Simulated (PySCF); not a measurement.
Precursor series Hf Cl-NH2. All species are isolated molecules in the gas phase. One relaxed conformer stands for each flexible species; it need not be the lowest.

All values below come from TPSSh-D3(BJ)/def2-TZVP // PBE-D3(BJ)/def2-SVP run with PySCF. 

```csv
species,HOMO (eV),charge on the central atom (Mulliken) (e),HOMO–LUMO gap (eV),coordination number
0 of 4 Cl replaced by NH2 ([Hf(Cl)4]),-8.99,[?],6.31,[?]
1 of 4 Cl replaced by NH2 ([Hf(Cl)3(NH2)]),[?],1.30,5.37,4
2 of 4 Cl replaced by NH2,-6.97,1.33,5.60,4
3 of 4 Cl replaced by NH2 ([Hf(Cl)(NH2)3]),-6.51,[?],6.07,4
4 of 4 Cl replaced by NH2 ([Hf(NH2)4]),-5.89,1.42,[?],4
```

**Question.** Some entries are withheld; supply them.

**Answer.** 
- 0 of 4 Cl replaced by NH2 ([Hf(Cl)4]), charge on the central atom (Mulliken) (e): 1.27
- 0 of 4 Cl replaced by NH2 ([Hf(Cl)4]), coordination number: 4
- 1 of 4 Cl replaced by NH2 ([Hf(Cl)3(NH2)]), HOMO (eV): -7.55
- 3 of 4 Cl replaced by NH2 ([Hf(Cl)(NH2)3]), charge on the central atom (Mulliken) (e): 1.37
- 4 of 4 Cl replaced by NH2 ([Hf(NH2)4]), HOMO–LUMO gap (eV): 5.79
